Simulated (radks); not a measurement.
Values are calculated unless marked as measured or tabulated.
Problem. Ionisation ladder of carbon, from C to C5+. Each ion is in the ground configuration listed by NIST, and IE = E(next ion) - E(this ion), with E = 0 for the bare nucleus. Code: a radial shooting solver on a logarithmic mesh with Libxc functionals. Model: non-relativistic Kohn-Sham, r2SCAN, spin-polarised, spherical densities, point nucleus; open shells are filled with parallel spins first; meta-GGA in the generalised Kohn-Sham scheme.

species  configuration  IE, Delta-SCF (eV)  <r> HOMO (bohr)
C         [He] 2s2 2p2              11.868             1.73
C+        [He] 2s2 2p1                   ?             1.49
C2+           [He] 2s2              46.621             1.37
C3+           [He] 2s1                   ?             1.28
C4+               [He]              392.07            0.267
C5+                1s1                   ?            0.250

Estimate the withheld Delta-SCF values.

Solution. C+: 24.322 eV (NIST 24.383); C3+: 64.367 eV (NIST 64.494); C5+: 489.81 eV (NIST 489.99).
